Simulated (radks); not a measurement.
All-electron atom: the xenon ion Xe4+ in [Kr] 4d10 5s2 5p1 6p1 (not the ground configuration). All-electron calculation, Dirac Kohn-Sham, BP86, spin-unpolarised, spherical densities, finite nucleus; open shells fill j = l - 1/2 first; Fermi nuclear charge, rms radius 4.7859 fm. Program: a radial shooting solver on a logarithmic mesh with Libxc functionals.

Spin-orbit splittings of the eigenvalues, e(l+1/2) - e(l-1/2), with zeta = 2 splitting/(2l+1) and mean radii in bohr:

| shell | occ. | splitting (eV) | zeta (eV) | <r> j=l-1/2 | <r> j=l+1/2 |
|---|---|---|---|---|---|
| 2p | 6 | 324.8 | 216.5 | 0.09619 | 0.1020 |
| 3p | 6 | 61.70 | 41.13 | 0.2961 | 0.3078 |
| 3d | 10 | 13.04 | 5.215 | 0.2787 | 0.2823 |
| 4p | 6 | 12.37 | 8.244 | 0.7442 | 0.7716 |
| 4d | 10 | 2.019 | 0.8077 | 0.8618 | 0.8720 |
| 5p | 1 | 2.010 | 1.340 | 1.857 | 1.917 |
| 5d | 0 | ? | ? | 2.457 | 2.478 |
| 6p | 1 | 0.5684 | 0.3789 | 3.788 | 3.867 |

Estimate the 5d splitting.

Answer. 0.2639 eV (zeta = 0.1056 eV).
